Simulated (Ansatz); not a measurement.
One change: `BC(=C)C` becomes `BC(B)=C`.

Ansatz, PBE0-D4/def2-TZVP geometries, multiplicity 1. 

| property | `BC(=C)C` |
| --- | --- |
| LUMO energy (ωB97M-V/def2-TZVPP) / eV | 0.06 |
| HOMO–LUMO gap (B3LYP/def2-TZVPP) / eV | 5.56 |
| LUMO energy (PBE/def2-TZVPP) / eV | -2.93 |
| LUMO energy (PBE0/def2-TZVPP) / eV | -1.94 |
| HOMO–LUMO gap (PBE0/def2-TZVPP) / eV | 5.99 |
| HOMO–LUMO gap (PBE/def2-TZVPP) / eV | 3.97 |

Question: What does the change do to each property? (Best estimate.)

Answer: Computed: 
| property | `BC(B)=C` | shift |
| --- | --- | --- |
| LUMO energy (ωB97M-V/def2-TZVPP) / eV | -0.54 | -0.60 |
| HOMO–LUMO gap (B3LYP/def2-TZVPP) / eV | 5.63 | 0.07 |
| LUMO energy (PBE/def2-TZVPP) / eV | -3.66 | -0.73 |
| LUMO energy (PBE0/def2-TZVPP) / eV | -2.61 | -0.67 |
| HOMO–LUMO gap (PBE0/def2-TZVPP) / eV | 6.01 | 0.02 |
| HOMO–LUMO gap (PBE/def2-TZVPP) / eV | 3.61 | -0.36 |

The zero-point energy changes by -45.4 kJ/mol with -3 modes.

B3LYP here is the variant with VWN-RPA as its local correlation; programs differ in this.
